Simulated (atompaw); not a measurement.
# Scattering properties, PAW (atompaw) potential for Li (Z = 3)

```json
{"Element": "lithium", "Generator": "atompaw 4.2.0.5", "Type": "PAW", "Functional": "LDA (PW92)", "Relativity": "scalar-relativistic", "Frozen core": "[He]", "Valence charge": "1", "Reference configuration": "2s0.75 2p0 (charge +0.25)", "Partial waves": "2s (bound): rc 3.00 bohr; 2s channel at 3.65 Ry: rc 3.00 bohr; 2p (bound, empty): rc 3.00 bohr; 2p channel at 0.25 Ry: rc 3.00 bohr", "Local potential": "bessel scheme, radius 2.05 bohr", "Core correction": "smooth core density matched at 2.60 bohr", "Augmentation charge": "besselshape compensation charge, radius 2.70 bohr; PAW radius 3.00 bohr; waves and projectors: custom polynom vanderbiltortho"}
```

The phase is arctan(r·u′/u) with u = r·R(r), unwrapped; energies in Ry, scanned from -2 to 5 Ry. A pole is an energy at which the radial function vanishes at the test radius. The pseudo phase is shifted by a multiple of π to meet the all-electron one at the reference energy, and phase errors are pseudo minus all-electron; the curves can meet again beyond the range given. Levels narrower than the energy grid can be missing from the lists of poles.

**Question.** For each channel, where are the poles, and over which energies does the pseudopotential scatter like the atom?

**Answer.**

```json
{"channel": "s", "radius (bohr)": "3.00", "reference energy (Ry)": "-0.30", "poles, all-electron": "0.88", "poles, pseudo": "0.87", "unbroken range about the reference energy with phases within 0.05 rad": "the whole range", "phase error 1 Ry above the reference energy (rad)": "-0.003"}
{"channel": "p", "radius (bohr)": "3.00", "reference energy (Ry)": "-0.16", "poles, all-electron": "0.80, 4.53", "poles, pseudo": "0.80, 4.56", "unbroken range about the reference energy with phases within 0.05 rad": "the whole range", "phase error 1 Ry above the reference energy (rad)": "-0.000"}
```

Phases in the s channel:

```json
{"E (Ry)": "-2.00", "all-electron": "1.293", "pseudo": "1.292"}
{"E (Ry)": "-1.76", "all-electron": "1.267", "pseudo": "1.266"}
{"E (Ry)": "-1.52", "all-electron": "1.232", "pseudo": "1.231"}
{"E (Ry)": "-1.28", "all-electron": "1.183", "pseudo": "1.182"}
{"E (Ry)": "-1.04", "all-electron": "1.108", "pseudo": "1.107"}
{"E (Ry)": "-0.80", "all-electron": "0.980", "pseudo": "0.979"}
{"E (Ry)": "-0.56", "all-electron": "0.716", "pseudo": "0.716"}
{"E (Ry)": "-0.32", "all-electron": "0.087", "pseudo": "0.087"}
{"E (Ry)": "-0.08", "all-electron": "-0.774", "pseudo": "-0.775"}
{"E (Ry)": "0.16", "all-electron": "-1.203", "pseudo": "-1.204"}
{"E (Ry)": "0.40", "all-electron": "-1.393", "pseudo": "-1.395"}
{"E (Ry)": "0.64", "all-electron": "-1.499", "pseudo": "-1.502"}
{"E (Ry)": "0.88", "all-electron": "-1.571", "pseudo": "-1.574"}
{"E (Ry)": "1.12", "all-electron": "-1.627", "pseudo": "-1.630"}
{"E (Ry)": "1.36", "all-electron": "-1.677", "pseudo": "-1.681"}
{"E (Ry)": "1.60", "all-electron": "-1.728", "pseudo": "-1.732"}
{"E (Ry)": "1.84", "all-electron": "-1.786", "pseudo": "-1.792"}
{"E (Ry)": "2.08", "all-electron": "-1.863", "pseudo": "-1.871"}
{"E (Ry)": "2.32", "all-electron": "-1.980", "pseudo": "-1.992"}
{"E (Ry)": "2.56", "all-electron": "-2.195", "pseudo": "-2.213"}
{"E (Ry)": "2.80", "all-electron": "-2.670", "pseudo": "-2.700"}
{"E (Ry)": "3.04", "all-electron": "-3.508", "pseudo": "-3.527"}
{"E (Ry)": "3.28", "all-electron": "-4.069", "pseudo": "-4.072"}
{"E (Ry)": "3.52", "all-electron": "-4.315", "pseudo": "-4.316"}
{"E (Ry)": "3.76", "all-electron": "-4.441", "pseudo": "-4.441"}
{"E (Ry)": "4.00", "all-electron": "-4.517", "pseudo": "-4.518"}
{"E (Ry)": "4.24", "all-electron": "-4.569", "pseudo": "-4.571"}
{"E (Ry)": "4.48", "all-electron": "-4.606", "pseudo": "-4.610"}
{"E (Ry)": "4.72", "all-electron": "-4.636", "pseudo": "-4.641"}
{"E (Ry)": "4.96", "all-electron": "-4.660", "pseudo": "-4.668"}
```
